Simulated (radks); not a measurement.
These are the eigenvalues of the occupied orbitals of an atom or ion with whole-number occupations (eV). Method: Dirac Kohn-Sham, PBE, spin-unpolarised, spherical densities, point nucleus; computed with a radial shooting solver on a logarithmic mesh with Libxc functionals.

1s1/2: -90557.55
2s1/2: -16286.29
2p1/2: -15646.01
2p3/2: -13326.15
3s1/2: -3960.982
3p1/2: -3672.359
3p3/2: -3152.909
3d3/2: -2681.213
3d5/2: -2571.162
4s1/2: -935.9022
4p1/2: -810.4519
4p3/2: -681.4261
4d3/2: -477.7479
4d5/2: -453.5512
4f5/2: -189.4855
4f7/2: -183.8375
5s1/2: -181.5126
5p1/2: -137.1719
5p3/2: -111.0687
5d3/2: -47.8696
5d5/2: -44.4118
6s1/2: -26.3371
6p1/2: -16.1631
6p3/2: -13.1599

Which element is it, and in what charge state? The configuration may be excited. Open shells, if any, fill j = l - 1/2 first.

Answer. Z = 83, bismuth, charge +1: Bi+ in [Xe] 4f13 5d9 6s2 6p4. The list shows which subshells hold electrons but not how many an open one holds; the 1s level, -3327.9 hartree, gives Z - s = 81.6 by -(Z - s)^2/2, which with screening and relativity narrows Z to a few neighbours, and the depths of the outer levels then fix element, charge and occupations together.
